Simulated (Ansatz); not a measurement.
## Match the barriers

Saddle point of SiH2SF2, singlet (SiF₂ + H₂S → SiH₂SF₂ ([F][SiH]([F])[SH]); bonds formed: Si1–H4, Si1–S5; bonds broken: H4–S5), PBE0-D4/def2-TZVP structure:

| atom | x (Å) | y (Å) | z (Å) |
| --- | --- | --- | --- |
| Si1 | 0.3093 | -0.8152 | 0.3385 |
| F2 | -1.2134 | -1.1502 | 0.6729 |
| F3 | 0.6963 | -1.7072 | -0.9226 |
| H4 | 0.9716 | 0.6562 | 0.5012 |
| S5 | 0.0665 | 1.3402 | -0.7669 |
| H6 | -0.8303 | 1.6763 | 0.1769 |

Program: Ansatz 0.2.0. Basis: def2-TZVPP, with def2-QZVPP for the basis limit. Cores are frozen in the correlated methods. B3LYP uses VWN-RPA correlation. Extrapolation: Hartree–Fock as exp(−7.88 √X), correlation as X^−2.97. Four methods, as single points on the PBE0-D4 structures, gave these electronic barriers from the start structure: 82.4, 111.8, 133.2, 176.8 kJ/mol.

**Question.** The methods were, in alphabetical order, B3LYP-D4, BHLYP-D4, HF, PBE-D4. Which gave which? (A judgement: the text doesn't fix the answer.)

**Answer.** Computed: PBE-D4 82.4; B3LYP-D4 111.8; BHLYP-D4 133.2; HF 176.8 kJ/mol. For comparison, CCSD(T) at an estimated basis limit (MP2 extrapolated from triple and quadruple zeta, plus CCSD(T) − MP2 in triple zeta) gives 112.2 kJ/mol.

No T1 diagnostic of these runs exceeds 0.016. The restricted Hartree–Fock reference is unstable towards an unrestricted one at one or more of these structures.

Losses and insertions of silylenes and their heavier kin drive the gas-phase chemistry of silicon and germanium vapour deposition.

Labels in which every atom is bracketed show which atoms are joined, not bond orders.

For scale, one of the runs: CCSD(T)/def2-TZVPP, 174 basis functions, launched by `ansatz run in.yaml --threads 2 --pin off --events-out ev --progress --plain --max-ram 4352MiB`. Time: 50 s of wall clock on 2 CPU threads of an Arm Neoverse V1; the host was shared. Peak host memory: 1.5 GiB.
